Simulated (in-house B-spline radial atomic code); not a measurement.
Values are calculated unless marked as measured or tabulated.
**Be ion on O atom: potential, deflection and energy transfer**

The pair potential comes from two frozen, spherical free-atom densities (PBE, B-spline radial code, scalar-relativistic past argon): electrostatics plus the change in Thomas-Fermi kinetic and Dirac exchange energy where they overlap, the recipe behind the universal ZBL potential, which averages such potentials (from solid-state densities) over many pairs. It is written V = (Z1 Z2 e²/r) φ(r/a), with e² = 14.3996 eV·Å and a = 0.46850 Å/(Z1^0.23 + Z2^0.23); ZBL's fit is φ = 0.18175 e^(−3.1998x) + 0.50986 e^(−0.94229x) + 0.28022 e^(−0.4029x) + 0.02817 e^(−0.20162x). Where φ falls below 4e-4 it is continued as an exponential.

Masses 9.01 and 16.0 u.

| x = r/a | φ, this pair | φ, ZBL |
| --- | --- | --- |
| 0.1 | 0.9126 | 0.8928 |
| 0.5 | 0.651 | 0.6096 |
| 1.5 | 0.3394 | 0.2995 |
| 3 | 0.1544 | 0.1292 |
| 5 | 0.05836 | 0.05224 |
| 8 | 0.0156 | 0.01705 |
| 12 | 0.0046 | 0.00474 |
| 17 | 0.0007834 | 0.001212 |

Task: At x = 5 the electrostatic, kinetic and exchange parts are 0.32, 42.89 and -8.9 eV. Find r, V and φ.

Result: a = 0.46850/(1.3755 + 1.6133) = 0.15675 Å, so r = 0.78375 Å. V = 0.32 + 42.89 + (-8.9) = 34.31 eV. The bare repulsion is 4 × 8 × 14.3996/0.78375 = 587.92 eV, so φ = 0.0584, +11.7 % against ZBL's 0.0522. The kinetic (Pauli) term is 125 % of V here, as the other two terms together attract.

Task: The ion comes in at 0.4595 keV with impact parameter 0.0784 Å. The scattering integral gives a centre-of-mass angle of 142.3° and a closest approach of 2.296 a. What are the reduced energy, the energy passed on and the laboratory angles?

Result: ε = E a M2/(Z1 Z2 e² (M1 + M2)) = 459.5 × 2.1763e-04 = 0.1. The most that one collision can pass on is γE with γ = 4 M1 M2/(M1 + M2)² = 0.9219. Here T = γE sin²(θ/2) = 0.9219 × 459.5 × 0.8957 = 379.4 eV. The ion turns by arctan(sin θ/(cos θ + M1/M2)) = 110.5° (second quadrant: it bounces back), and the struck atom leaves at (180° − θ)/2 = 18.8°. The closest approach is 0.360 Å. With ZBL the angle would be 139.86° and T = 373.7 eV.
